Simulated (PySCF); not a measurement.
N-methylmethanimine cation (C2H5N), SMILES C=NC (connectivity only; charge and spin as stated), charge +1, multiplicity 2.

Coordinates come from a PBE0-D3(BJ)/def2-TZVP optimisation. The multiplicity is an assumed one; other spin states were not compared.

Computed with TDA-M06-2X/def2-SVPD (PySCF).

Vertical excitations. 

Problem. Give excitation energies, oscillator strengths and character. (Estimate from the structure and the level; the computed values follow.)

Solution. 
```json
[
 {"state": "root 1", "energy (eV)": "3.04", "λ (nm)": "408", "f": "0.001", "main pairs": "β HOMO→LUMO 91 %"},
 {"state": "root 2", "energy (eV)": "4.75", "λ (nm)": "261", "f": "0.001", "main pairs": "α HOMO→LUMO 95 %"},
 {"state": "root 3", "energy (eV)": "5.81", "λ (nm)": "213", "f": "0.000", "main pairs": "α HOMO−1→LUMO 42 %, β HOMO→LUMO+1 45 %"},
 {"state": "root 4", "energy (eV)": "6.25", "λ (nm)": "198", "f": "0.090", "main pairs": "β HOMO−1→LUMO 93 %"},
 {"state": "root 5", "energy (eV)": "6.94", "λ (nm)": "179", "f": "0.001", "main pairs": "β HOMO−2→LUMO 92 %"},
 {"state": "root 6", "energy (eV)": "7.53", "λ (nm)": "165", "f": "0.061", "main pairs": "β HOMO−3→LUMO 79 %"},
 {"state": "root 7", "energy (eV)": "7.77", "λ (nm)": "160", "f": "0.003", "main pairs": "β HOMO−4→LUMO 88 %"},
 {"state": "root 8", "energy (eV)": "8.97", "λ (nm)": "138", "f": "0.000", "main pairs": "α HOMO−2→LUMO 11 %, β HOMO−1→LUMO+1 72 %, β HOMO−3→LUMO+1 13 %"},
 {"state": "root 9", "energy (eV)": "9.41", "λ (nm)": "132", "f": "0.048", "main pairs": "α HOMO→LUMO+1 90 %"},
 {"state": "root 10", "energy (eV)": "9.45", "λ (nm)": "131", "f": "0.001", "main pairs": "α HOMO−2→LUMO 76 %, β HOMO−1→LUMO+1 13 %"}
]
```
Unrestricted roots are not spin-pure.
